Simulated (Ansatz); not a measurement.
Isolated molecules relaxed with PBE0-D4/def2-TZVP in Ansatz; ΔE leaves out vibrations. CBS: MP2 limit from def2 TZ/QZ plus the TZ coupled-cluster correction, frozen cores. DFT in def2-TZVPP. One conformer a species, not always the lowest.

Consider the redistribution: `CCB(S)S` + `[SiH3][AlH][Cl]` → `CCB(S)Cl` + `[SiH3][AlH][SH]`.

`CCB(S)S`:

Z-matrix (Å, degrees):
```
C
C 1 1.524
H 1 1.093 2 111.5
H 1 1.092 2 111.3 3 119.9
H 1 1.092 2 111.3 3 -119.9
B 2 1.573 1 116.7 3 -58.3
H 2 1.096 1 110.2 3 176.3
H 2 1.100 1 109.5 3 61.8
S 6 1.799 2 118.4 1 21.0
S 6 1.801 2 116.7 1 -160.1
H 9 1.342 6 99.1 2 177.6
H 10 1.343 6 99.6 2 -176.5
```

`[SiH3][AlH][Cl]`:

Cartesian coordinates in Å:
```
Si -0.748 0.403 -0.691
Al 1.070 -0.384 0.742
Cl 0.528 -1.694 2.297
H -1.771 1.119 0.122
H -1.418 -0.751 -1.353
H -0.267 1.330 -1.753
H 2.606 -0.023 0.635
```

`CCB(S)Cl`:

Z-matrix (Å, degrees):
```
C
C 1 1.526
H 1 1.092 2 111.2
H 1 1.091 2 111.2 3 119.7
H 1 1.092 2 111.1 3 -120.0
B 2 1.564 1 116.1 3 -62.9
H 2 1.101 1 109.2 3 178.3
H 2 1.095 1 110.4 3 63.2
Cl 6 1.764 2 120.6 1 -35.4
S 6 1.792 2 124.7 1 146.8
H 10 1.344 6 96.7 2 -2.7
```

`[SiH3][AlH][SH]`:

```xyz
8

Si    1.082   -1.122    0.045
Al   -0.324    0.867   -0.195
S    -2.391    0.695    0.493
H     0.322   -2.276    0.599
H     2.230   -0.848    0.957
H     1.652   -1.533   -1.270
H     0.139    2.256   -0.801
H    -2.709    1.961    0.171
```

| level | ΔE (kJ/mol) |
| --- | --- |
| BLYP | 28.1 |
| r2SCAN0 | 31.3 |
| CAM-B3LYP | 31.4 |
| RPA@PBE/def2-TZVPP | 29.4 |

What does CCSD(T)/CBS give? (Best estimate.)

The calculation gave: +31.7 kJ/mol. The listed levels differ from it by -3.6, -0.4, -0.3, -2.3 kJ/mol.

What do rigid-rotor, harmonic-oscillator terms from PBE0-D4/def2-TZVP frequencies (298.15 K, 1 bar) make of the CCSD(T)/CBS value? (An estimate is asked.)

Computed: ΔZPE = -1.5 kJ/mol, ΔH = +30.5 kJ/mol, ΔS = 2 J/(mol·K), ΔG = +30.0 kJ/mol. Modes under 50 cm⁻¹ make the entropy rough.

Largest T1 diagnostic among the species: 0.013.

Leaving LDA and LC-ωPBE aside and taking each functional with its dispersion term where it has one, the values, not all of them listed here, spread over 6.0 kJ/mol, from PBE-D4 to BHLYP-D4. From BLYP to BHLYP (50 % exact exchange), in def2-TZVPP and without D4, ΔE moves by +4.3 kJ/mol.
